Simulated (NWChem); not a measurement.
Species: C₃H₃BF₂; SMILES C#CB(F)CF

```xyz
9

C      1.3571     2.0668     0.0000
C      0.4844     1.2186     0.0000
B     -0.5792     0.1240     0.0000
F     -1.8654     0.4579     0.0000
C     -0.2524    -1.4157     0.0000
F      1.0876    -1.7030     0.0000
H      2.1277     2.8178     0.0000
H     -0.7329    -1.8845     0.8820
H     -0.7329    -1.8845    -0.8820
```
Atoms are numbered in this order, from 1.

Results from NWChem. Structure relaxed at the PBE0/def2-SVP level. Vzz is the largest principal value of the second derivative of the potential at the nucleus (NWChem prints the opposite sign); η is the asymmetry. Non-relativistic.

Question: What does the run give for PBE0/def2-SVP? Quantities: Vzz B3 (a.u.); η B3.

Answer: 
| Quantity | Value |
|---|---|
| Vzz B3 (a.u.) | 0.394 |
| η B3 | 0.59 |
